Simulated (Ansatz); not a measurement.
`C[Si](C)([SiH3])Cl` + H₂S → `C[Si](C)(S)Cl` + SiH₄  (cleavage of the Si–Si bond)

Calculated with Ansatz (gas phase, PBE0-D4/def2-TZVP geometries, no zero-point term in ΔE). CCSD(T)/CBS adds triple-zeta CCSD(T) − MP2 to the extrapolated MP2 energy (def2 sets, frozen cores). This one scheme is used for every species. DFT in def2-TZVPP. B3LYP here is the variant with VWN-RPA as its local correlation; programs differ in this. Each species was taken in one conformer, which may not be the lowest.

```tsv
level	ΔE (kJ/mol)	difference from CCSD(T)/CBS
PBE-D4	-60.4	9.7
PBE0-D4	-63.7	6.4
ωB97X-V	-68.9	1.2
ωB97M-V	-74.5	-4.4
PBE	-60.4	9.7
r2SCAN	-69.9	0.2
PBE0	-64.0	6.1
B3LYP	-67.9	2.2
HF/def2-TZVPP	-76.8	-6.7
MP2/def2-TZVPP	-78.7	-8.6
SCS-MP2/def2-TZVPP	-76.8	-6.7
CCSD/def2-TZVPP	-68.8	1.3
HF/def2-QZVPP	-76.7	-6.6
SCS-MP2/def2-QZVPP	-77.4	-7.3
HF/CBS(def2)	-76.7	-6.6
MP2/CBS(def2)	-79.9	-9.8
CCSD(T)/CBS	-70.1	0
```

Largest T1 diagnostic among the species: 0.011.

From PBE to PBE0 (25 % exact exchange), in def2-TZVPP and without D4, ΔE moves by −3.6 kJ/mol.
